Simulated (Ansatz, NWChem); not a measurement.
## The same job for Ansatz

This NWChem 7.3.0 job computes GeTe (SMILES [Ge][Te]):

geom.xyz:
```
2
GeTe
Ge     0.000000     0.000000     0.000000
Te     0.000000     0.000000     2.340165
```

run.py:
```python
from ase.io import read
from ase.calculators.nwchem import NWChem

mol = read('geom.xyz')

calc = NWChem(
    label='geom',
    theory='dft',
    memory='2200 mb',
    basis='def2-TZVP',
    basispar='spherical bse',
    dft={'xc': 'bhlyp', 'mult': '1', 'grid': 'fine', 'convergence': 'energy 1e-08', 'iterations': '100', 'mulliken': None},
    **{'ecp bse': {'Te library': 'def2-TZVP'}},
)
mol.calc = calc

forces = mol.get_forces()
print(f"energy = {mol.get_potential_energy():.6f} eV")
print("forces (eV/A):")
for s, f in zip(mol.symbols, forces):
    print(f"{s:2s} {f[0]:10.5f} {f[1]:10.5f} {f[2]:10.5f}")
print("dipole (e A):", mol.get_dipole_moment().round(4))
```

```bash
$ export ASE_NWCHEM_COMMAND="nwchem PREFIX.nwi > PREFIX.nwo"
$ python run.py
```

The bond length is the measured one.

It gives a total energy of -2344.984756 Eh.

How is this level of theory, on these atoms, set up in Ansatz 0.2.0 as an input file of the program's own, asking for the energy?

This input was run:

in.yaml:
```yaml
basis:
  gaussian: {orbitals: def2-TZVP}
crystal:
  periodic: [false, false, false]
  atoms:
    - {symbol: Ge, position_ang: [0.000000, 0.000000, 0.000000]}
    - {symbol: Te, position_ang: [0.000000, 0.000000, 2.340165]}
hamiltonian: {xc: {name: BHLYP}}
output: {orbitals: {seedname: orbitals}}
accuracy: high
```

```bash
$ ansatz run in.yaml --threads 1 --pin off --max-ram 3480MiB --events-out events.jsonl --progress --plain --runs-dir runs
```

Its energy is -2344.984756 Eh, the same as the first but for the last digit, at most.
